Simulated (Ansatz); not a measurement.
Consider the redistribution: `C[O][Mg][Cl]` + `[F][Zn][O][SiH3]` → `C[O][Mg][O][SiH3]` + `[F][Zn][Cl]`.

Calculated with Ansatz (gas phase, PBE0-D4/def2-TZVP geometries, no zero-point term in ΔE). CBS: MP2 limit from def2 TZ/QZ plus the TZ coupled-cluster correction, frozen cores. DFT in def2-TZVPP. B3LYP here is the variant with VWN-RPA as its local correlation; programs differ in this. HSE06 is defined as in plane-wave codes. For Mg, Zn outer-core shells are correlated without core-valence functions, which leaves a few kJ/mol of doubt a bond. Scalar relativity is left out up to krypton. Each species was taken in one conformer, which may not be the lowest.

`C[O][Mg][Cl]`:

Cartesian coordinates in Å:
```
C 0.644 0.545 0.891
O -0.080 -0.063 -0.110
Mg -0.997 -0.842 -1.380
Cl -2.138 -1.811 -2.959
H 1.327 1.307 0.491
H -0.011 1.044 1.619
H 1.255 -0.180 1.447
```

`[F][Zn][O][SiH3]`:

```xyz
7

F     2.358    2.636   -1.183
Zn    1.492    1.256   -0.587
O     0.688   -0.169    0.023
Si   -0.784   -0.780    0.355
H    -0.622   -2.159    0.885
H    -1.495    0.046    1.373
H    -1.637   -0.830   -0.866
```

`C[O][Mg][O][SiH3]`:

```xyz
11

C    -3.065    0.653   -0.928
O    -1.773    0.380   -0.536
Mg   -0.131    0.026   -0.041
O     1.546   -0.334    0.465
Si    3.057   -0.651    0.926
H    -3.131    1.607   -1.471
H    -3.462   -0.127   -1.593
H    -3.745    0.722   -0.067
H     3.148   -0.836    2.405
H     3.572   -1.898    0.285
H     3.984    0.459    0.556
```

`[F][Zn][Cl]`:

Cartesian coordinates in Å:
```
F -0.894 1.618 0.083
Zn -0.054 0.097 0.005
Cl 0.948 -1.715 -0.088
```

| level | ΔE (kcal/mol) | difference from CCSD(T)/CBS |
| --- | --- | --- |
| LDA (SPW92) | -5.7 | 1.9 |
| PBE-D4 | -5.7 | 1.9 |
| revPBE-D4 | -5.8 | 1.8 |
| BLYP-D4 | -5.7 | 1.9 |
| r2SCAN-D4 | -5.9 | 1.7 |
| B97M-V | -5.6 | 2.0 |
| PBE0-D4 | -6.2 | 1.4 |
| B3LYP-D4 | -6.1 | 1.5 |
| r2SCANh-D4 | -6.1 | 1.5 |
| r2SCAN0-D4 | -6.4 | 1.2 |
| HSE06-D4 | -6.1 | 1.5 |
| BHLYP-D4 | -6.4 | 1.2 |
| ωB97X-V | -5.6 | 2.0 |
| ωB97M-V | -6.2 | 1.4 |
| B2PLYP | -5.8 | 1.8 |
| PBE | -5.8 | 1.8 |
| revPBE | -5.8 | 1.8 |
| r2SCAN | -5.9 | 1.7 |
| B3LYP | -6.2 | 1.4 |
| r2SCANh | -6.1 | 1.5 |
| r2SCAN0 | -6.4 | 1.2 |
| HSE06 | -6.1 | 1.5 |
| BHLYP | -6.5 | 1.1 |
| CAM-B3LYP | -5.9 | 1.7 |
| LC-ωPBE | -5.7 | 1.9 |
| RPA@PBE/def2-TZVPP | -5.2 | 2.4 |
| HF/def2-SVP | -4.9 | 2.7 |
| MP2/def2-SVP | -3.1 | 4.5 |
| CCSD(T)/def2-SVP | -3.2 | 4.4 |
| HF/def2-TZVPP | -6.6 | 1.0 |
| MP2/def2-TZVPP | -5.5 | 2.1 |
| SCS-MP2/def2-TZVPP | -5.5 | 2.1 |
| CCSD/def2-TZVPP | -5.9 | 1.7 |
| CCSD(T)/def2-TZVPP | -5.7 | 1.9 |
| HF/def2-QZVPP | -6.9 | 0.7 |
| MP2/def2-QZVPP | -6.7 | 0.9 |
| SCS-MP2/def2-QZVPP | -6.7 | 0.9 |
| HF/CBS(def2) | -6.9 | 0.7 |
| MP2/CBS(def2) | -7.4 | 0.2 |
| CCSD/CBS(def2) | -7.8 | -0.2 |
| CCSD(T)/CBS | -7.6 | 0 |

Largest T1 diagnostic among the species: 0.017.

Leaving LDA and LC-ωPBE aside and taking each functional with its dispersion term where it has one, the values spread over 0.8 kcal/mol, from BHLYP-D4 to ωB97X-V. In def2-TZVPP, CCSD(T) changes the Hartree–Fock value by +0.9 kcal/mol (the triples alone add +0.2 kcal/mol) and MP2 by +1.1 kcal/mol. At CCSD(T), def2-SVP lies +4.4 kcal/mol from the extrapolated value and def2-TZVPP +1.9 kcal/mol.
